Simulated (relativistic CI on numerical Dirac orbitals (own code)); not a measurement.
**Ni²⁺ in a cubic cluster: 1s photoemission with charge transfer**

Computed with a charge-transfer multiplet model of a cubic metal-ligand cluster with up to 2 ligand holes, Slater and spin-orbit integrals from Dirac-Coulomb-Breit ions, Slater integrals scaled by 0.8. The ground state mixes d8 with configurations of k ligand holes L, whose averages lie at kΔ + k(k − 1)U_dd/2; a core hole lowers each added d electron by U_cd. 300 K, Lorentzian 1.1 eV and Gaussian 0.6 eV FWHM.

Atomic integrals in eV (Slater integrals scaled, ζ unscaled), ground: F2dd 9.736, F4dd 6.042, zeta_d 0.080; with the core hole: F2dd 11.122, F4dd 6.940, zeta_d 0.112, G2cd 0.065.

Cluster parameters (eV): Δ = 1.9, U_cd = 7.8, 10Dq = 1.15, 10Dq(ligand) = 0.8, V(eg) = 1.3, V(t2g) = -0.69, final-state hopping factor = 0.8.

| Case | n_d | d8 | d9L | d10L2 | S |
| --- | --- | --- | --- | --- | --- |
| U_dd = 5.4 eV | 8.19 | 0.82 | 0.18 | 0.00 | 1.00 |
| U_dd = 6.1 eV | 8.19 | 0.82 | 0.18 | 0.00 | 1.00 |
| U_dd = 6.8 eV | 8.19 | 0.82 | 0.18 | 0.00 | 1.00 |
| U_dd = 7.5 eV | 8.18 | 0.82 | 0.18 | 0.00 | 1.00 |
| U_dd = 8.9 eV | 8.18 | 0.82 | 0.18 | 0.00 | 1.00 |

Weights, n_d and S are thermal averages at 300 K. Binding energies count from the first peak over 30 % of the highest in each spectrum, which can be another peak from case to case. The parameters are a model scan and need not match a compound or its usual spin state. Peaks in eV (height, largest 100):
- U_dd = 5.4 eV: 0.0 (50), 2.8 (47), 6.6 (100)
- U_dd = 6.1 eV: 0.0 (59), 2.9 (40), 6.3 (100)
- U_dd = 6.8 eV: 0.0 (66), 3.2 (35), 6.1 (100)
- U_dd = 7.5 eV: 0.0 (73), 3.6 (34), 5.9 (100)
- U_dd = 8.9 eV: 0.0 (86), 5.8 (100)

For the case U_dd = 6.8 eV, Δ = 1.9 eV is smaller than U_dd = 6.8 eV, the charge-transfer side of the Zaanen-Sawatzky-Allen scheme. With the core hole the average of the configuration with one ligand hole lies at Δ − U_cd = -5.9 eV before mixing: it lies below the unscreened one, so the lowest final states are mostly screened and the unscreened weight appears at higher binding energy as a satellite.
